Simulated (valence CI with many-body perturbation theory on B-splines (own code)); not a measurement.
## Which ion has this spectrum?

A relativistic CI+MBPT calculation for an atom or ion with 13 electrons gives these levels (eV):

| J | Parity | E | g |
| --- | --- | --- | --- |
| 1/2 | odd | 0.00 | 0.65 |
| 1/2 | even | 149.55 | 2.14 |
| 3/2 | odd | 260.77 | 1.32 |
| 3/2 | even | 383.20 | 1.64 |
| 5/2 | even | 399.58 | 1.34 |
| 3/2 | even | 419.49 | 0.96 |
| 1/2 | even | 428.57 | 1.25 |
| 3/2 | even | 474.14 | 0.83 |
| 5/2 | even | 525.64 | 1.20 |
| 3/2 | odd | 567.21 | 1.14 |
| 3/2 | odd | 580.65 | 0.65 |
| 5/2 | odd | 592.39 | 1.03 |
| 1/2 | odd | 616.40 | 0.39 |
| 3/2 | odd | 621.44 | 1.29 |

The energies are calculated, and their last digits are not significant.

Problem. Which is it?
A. Dy53+
B. Yb57+
C. Tm56+
D. Ho54+

Solution. C. Tm56+, ground level (3s^2 3p1/2) J=1/2.
